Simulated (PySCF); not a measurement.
## Simulated absorption spectrum

Compound: AlCl2(OiPr), C3H7AlCl2O.
SMILES: `CC(C)[O][Al]([Cl])[Cl]`

Computed, not measured: TDDFT wB97X-D/def2-SVPD, vertical, gas phase, core orbitals frozen in the response (PySCF 2.14.0, density-fitted response routines). The structure is a single PBE0-D3(BJ)/def2-SVP conformer in the gas phase; no vibrational or solvent corrections.

Computed states:

```
state  E (eV)       f
   S1    6.69  0.0070
   S2    6.75   0.014
   S3    7.14  0.0007
   S4    7.39   0.046
   S5    7.45  0.0011
   S6    7.54   0.079
   S7    7.83   0.039
   S8    7.83   0.071
   S9    8.06   0.146
  S10    8.25  0.0019
  S11    8.28   0.045
  S12    8.65   0.025
  S13    8.75  0.0076
  S14    8.78  0.0067
  S15    9.11   0.234
```

Broadening: Gaussians 0.5 eV wide at half height, area fixed by f = 4.319×10⁻⁹ ∫ε dν̃. The cross-section is σ = 3.8235×10⁻²¹ ε cm², given in Mb (10⁻¹⁸ cm²). The width is an assumption, not a result. The curve ends short of the highest state used, and states not computed would add to its high-energy end.

Q: What does the envelope look like, and where are its maxima?

A: 
E (eV), σ (Mb) and a bar:
```
     5.94       0.00 
     6.06       0.03 
     6.17       0.14 
     6.28       0.47 
     6.39       1.21 #
     6.50       2.43 #
     6.61       3.74 ##
     6.72       4.48 ###
     6.84       4.35 ###
     6.95       4.21 ##
     7.06       5.71 ###
     7.17      10.17 ######
     7.28      17.42 ##########
     7.39      25.57 ###############
     7.50      32.49 ###################
     7.61      37.87 ######################
     7.73      43.50 #########################
     7.84      48.66 ############################
     7.95      51.55 ##############################
     8.06      49.33 #############################
     8.17      41.48 ########################
     8.28      30.67 ##################
     8.39      20.95 ############
     8.51      14.88 #########
```

Maxima: 184 nm (6.76 eV), ε about 1200, made up of S1 (31%) and S2 (66%); 156 nm (7.96 eV), ε about 13000, made up of S7 (13%), S8 (23%) and S9 (53%) (ε in L mol⁻¹ cm⁻¹; maxima over ε = 5, shares over 10%).

Q: On this curve, what absorbance would a 10⁻³ mol/L sample give at 193 nm over a 1 cm path?

A: 193 nm is 6.424 eV, where ε is about 400 L mol⁻¹ cm⁻¹, so A = ε c l ≈ 0.4 (Beer–Lambert, with the gas-phase spectrum and the assumed width).

Q: Coming from long wavelengths, where does ε first pass 100 L mol⁻¹ cm⁻¹?

A: At about 198 nm (6.26 eV), 0.43 eV below S1.

Q: What would ε be at 7.96 eV, the highest of these maxima, with half the width (0.25 eV)?

A: About 16000 L mol⁻¹ cm⁻¹ against 13500, a factor of about 1.2; a lone state at its own centre would give exactly 2.

The run took 92 s wall (with the writing of density and orbital grids) on an Arm Neoverse N1 with one thread, on a shared host, and the process peaked at 1.0 GiB of memory.
